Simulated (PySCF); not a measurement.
# C₆ coefficients of unlike pairs at UHF

Calculated with PySCF 2.14 from the dipole response of each species, C₆(A,B) = (3/π) ∫ α_A(iu) α_B(iu) du, in atomic units, from isotropic polarisabilities. For ions this is the dispersion term alone; charge-induced terms of lower order in 1/R come first.

```json
{"species": "Li", "configuration": "[He] 2s1 (2S)", "basis": "aug-cc-pV5Z (7s6p5d4f3g2h)", "relativity": "none", "α (bohr³)": "169.9", "C₆ (like pair)": "1476"}
{"species": "P²⁺", "configuration": "[Ne] 3s2 3p1 (2P)", "basis": "aug-cc-pV(5+d)Z (8s7p6d4f3g2h)", "relativity": "none", "α (bohr³)": "9.591", "C₆ (like pair)": "35.23"}
{"species": "B⁺", "configuration": "[He] 2s2 (1S)", "basis": "aug-cc-pV5Z (7s6p5d4f3g2h)", "relativity": "none", "α (bohr³)": "11.38", "C₆ (like pair)": "31.70"}
{"species": "Pt²⁺", "configuration": "[Xe] 4f14 5d8 (3F)", "basis": "aug-cc-pwCVTZ-PP with ECP60MDF (8s8p7d4f3g)", "relativity": "core potential", "α (bohr³)": "8.758", "C₆ (like pair)": "56.18"}
```

Q: Estimate C₆ for Pt²⁺ with Li.

A: The integral gives 144.2. The combination rule 2 C_A C_B / (C_A α_B/α_A + C_B α_A/α_B) gives 142.3 and the geometric mean 288.0.

No spin-orbit coupling is included.

The other pairs:

| pair | C₆ |
| --- | --- |
| Pt²⁺, B⁺ | 36.47 |
| B⁺, Li | 164.7 |
| Pt²⁺, P²⁺ | 41.89 |
| B⁺, P²⁺ | 32.66 |
| P²⁺, Li | 148.8 |
